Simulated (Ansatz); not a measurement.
HI3OTi (`[OH][Ti]([I])([I])[I]`), relaxed with RKS PBE0-D4/def2-TZVP in Ansatz 0.2.0 from a PBE-D4/def2-SVP geometry. The force threshold is 0.005 eV/Å; the program also tests the step.

Charge 0, multiplicity 1. I takes the def2 core potential.

Start:

```xyz
6

O     0.851    0.424   -1.113
Ti   -0.054   -0.089    0.290
I    -1.796    1.709    0.857
I    -1.290   -2.267   -0.270
I     1.521   -0.454    2.285
H     0.768    0.676   -2.050
```

```csv
step,energy (eV),largest force (eV/Å),largest move (Å)
1,-49482.7258,0.619,0.000
2,-49482.7350,0.194,0.040
3,-49482.7387,0.050,0.015
4,-49482.7394,0.159,0.025
5,-49482.7403,0.108,0.024
6 (rejected),-49482.7402,0.331,0.064
7,-49482.7412,0.041,0.032
8,-49482.7416,0.010,0.045
9,-49482.7416,0.026,0.013
10,-49482.7417,0.000,0.006
```

End:

```xyz
6

O     0.778    0.420   -1.132
Ti   -0.092   -0.091    0.279
I    -1.812    1.684    0.895
I    -1.310   -2.270   -0.225
I     1.522   -0.436    2.221
H     0.914    0.692   -2.039
```

It took 45 s on 4 threads of an Intel Xeon 6975P-C on a shared host, with 0.98 GiB of host memory at the peak.
